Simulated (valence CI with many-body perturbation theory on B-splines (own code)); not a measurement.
Values are calculated unless marked as measured or tabulated.
# From CI to CI+MBPT in I XXIII

Method: configuration interaction combined with many-body perturbation theory (CI+MBPT): three valence electrons over a frozen Dirac-Fock core [Ar] 3d10, a basis of 11 s, 11 p, 9 d, 7 f, 5 g, 2 h, 1 i functions for each j, with the one-electron correlation potential Σ1, the two-electron term Σ2, the three-electron term Σ3, Breit, model QED; selected CI, second order for the rest (own B-spline code, finite nucleus).

No measured levels were compared; by estimate levels hold to about 250 cm⁻¹ or 0.2 % of their energy and the worst to 1 %, as in measured heavy ions of charge 2 to 7; those with d or f electrons hold less well.

Each rung adds one term. CI alone is the Dirac-Coulomb CI over the frozen core; QED comes last and gives the full result, which names the levels. Energies are above 4s2 4p 2P°_1/2 on the same rung, in cm⁻¹.

Names give the largest LS component (configuration and term), which can be under half, so a name can repeat, a term be missing and a line seem to break the LS rules; names also repeat where a configuration has a term twice. Letters in brackets count levels of one name in rising energy.

| Level | CI alone | Σ1 | Σ2 | Σ3 | Breit | QED | Full |
| --- | --- | --- | --- | --- | --- | --- | --- |
| 4s2 4p 2P°_3/2 | 125370 | +890 | +324 | +5 | -1734 | +217 | 125072 |
| 4s 4p2 4P_1/2 | 379432 | +69 | +2414 | +60 | +1396 | -2286 | 381085 |
| 4s 4p2 4P_3/2 | 460066 | +789 | +3716 | +90 | -63 | -2095 | 462503 |
| 4s 4p2 4P_5/2 | 494140 | +878 | +2766 | +72 | -339 | -2062 | 495454 |
| 4s 4p2 2D_3/2 | 553028 | +905 | +80 | +30 | -325 | -2011 | 551707 |
| 4s 4p2 2P_1/2 | 589827 | +826 | -5034 | -33 | +125 | -2143 | 583567 |
| 4s 4p2 2D_5/2 | 615529 | +1585 | +2410 | +66 | -1777 | -1822 | 615991 |
| 4s 4p2 2S_1/2 | 713156 | +1712 | -2753 | -47 | -1610 | -1903 | 708554 |
| 4s 4p2 2P_3/2 | 723873 | +1664 | -5696 | -18 | -1655 | -1869 | 716299 |
| 4s2 4d 2D_3/2 | 844398 | +736 | -5252 | -7 | -2806 | -208 | 836860 |
| 4s2 4d 2D_5/2 | 866701 | +963 | -4972 | -3 | -3546 | -97 | 859045 |
| 4p3 2P°_3/2 [a] | 963695 | +820 | -2054 | +57 | +1364 | -4317 | 959565 |
| 4p3 4S°_3/2 | 1056430 | +1597 | -960 | +98 | -277 | -4071 | 1052820 |
| 4p3 2D°_5/2 | 1060090 | +1540 | +1280 | +108 | -560 | -3912 | 1058540 |
| 4p3 2P°_1/2 | 1121320 | +1706 | -2476 | +8 | -295 | -4082 | 1116180 |
| 4s 4p 4d 4F°_3/2 | 1131670 | +518 | +3078 | +156 | -1242 | -2398 | 1131780 |
| 4s 4p 4d 4F°_5/2 | 1154730 | +666 | +2545 | +151 | -1619 | -2371 | 1154100 |
| 4s 4p 4d 4F°_7/2 | 1193920 | +946 | +2215 | +150 | -2384 | -2260 | 1192590 |
| 4s 4p 4d 4P°_5/2 | 1205720 | +814 | -1262 | +88 | -1910 | -2352 | 1201100 |
| 4p3 2P°_3/2 [b] | 1205090 | +1694 | -560 | +71 | -1858 | -3070 | 1201370 |
| 4s 4p 4d 4D°_1/2 | 1216520 | +672 | -2597 | +69 | -1444 | -2348 | 1210870 |
| 4s 4p 4d 4D°_3/2 | 1217130 | +1423 | -1884 | +67 | -1847 | -2979 | 1211910 |
| 4s 4p 4d 2F°_5/2 [a] | 1262050 | +927 | -1771 | -4 | -1936 | -2390 | 1256870 |
| 4s 4p 4d 4F°_9/2 | 1271780 | +1638 | +3861 | +174 | -3834 | -2082 | 1271540 |
| 4s 4p 4d 2D°_3/2 [a] | 1278410 | +1118 | -3206 | +5 | -1960 | -2481 | 1271890 |
| 4s 4p 4d 4P°_1/2 | 1301290 | +1418 | -252 | +91 | -2905 | -2151 | 1297490 |
| 4s 4p 4d 4D°_5/2 | 1303870 | +1397 | -1252 | +86 | -2995 | -2173 | 1298940 |
| 4s 4p 4d 4D°_7/2 | 1306410 | +1484 | -1136 | +99 | -3368 | -2129 | 1301360 |
| 4s 4p 4d 4P°_3/2 | 1306050 | +1435 | -903 | +85 | -3022 | -2159 | 1301490 |
| 4s 4p 4d 2D°_5/2 [a] | 1334840 | +1675 | -1012 | +81 | -3625 | -2140 | 1329820 |
| 4s 4p 4d 2D°_3/2 [b] | 1366440 | +1400 | -5704 | -23 | -2703 | -2291 | 1357120 |

The middle columns are the shifts that each term adds.

Question: How does the ionisation energy move along the ladder, and which term matters most?

Answer: CI alone 684.21, + Σ1 685.69, + Σ2 685.51, + Σ3 685.47, + Breit 684.91, + QED 684.93 eV. The largest step is Σ1, 1.48 eV. NIST lists 683 ± 4 eV (theoretical).
